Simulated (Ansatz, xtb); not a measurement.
# GaGeH3O: where a starting geometry ends

The starting geometry of this gas-phase triplet was built from a drawn formula by distance geometry and a force field; its bonds are those of `[OH][GeH2][Ga]`.

```json
{"atom": "Ga", "x (Å)": "3.4922", "y (Å)": "3.8904", "z (Å)": "0.8234"}
{"atom": "Ge", "x (Å)": "1.2413", "y (Å)": "3.1153", "z (Å)": "0.6702"}
{"atom": "O", "x (Å)": "1.1690", "y (Å)": "3.3774", "z (Å)": "-1.0990"}
{"atom": "H", "x (Å)": "0.2440", "y (Å)": "3.1234", "z (Å)": "-1.3910"}
{"atom": "H", "x (Å)": "0.1850", "y (Å)": "4.0116", "z (Å)": "1.3582"}
{"atom": "H", "x (Å)": "0.9419", "y (Å)": "1.6259", "z (Å)": "0.9943"}
```

**Question.** Predict what it relaxes into with r2SCAN-D4/def2-SVP.

**Answer.** It keeps its bonds, and is `[OH][GeH2][Ga]`.

The energy falls by 0.39 eV over 15 steps:

```tsv
step	E − E(last) (eV)
1	0.391
3	0.279
4	0.230
6	0.190
7	0.174
9	0.109
10	0.082
12	0.020
13	0.010
15	0.000
```

Final geometry (Å):

```xyz
6

Ga    3.4184    4.1137    0.8622
Ge    1.1795    2.9993    0.6102
O     0.6163    2.8499   -1.0852
H     0.6676    3.6970   -1.5518
H     0.2634    3.9416    1.4294
H     1.1284    1.5424    1.0913
```

From the same start GFN2-xTB ends elsewhere, differing in Ga1–O3 (1.89 against 3.64 Å here).

No frequencies were run, so the end isn't proven a minimum. Open shells are spin-unrestricted. The triplet needn't be the ground state. Run with Ansatz 0.2.0, 2.8 min on 2 threads of Intel(R) Xeon(R) Platinum 8259CL CPU @ 2.50GHz (Skylake/Cascade Lake), with other jobs on the host.
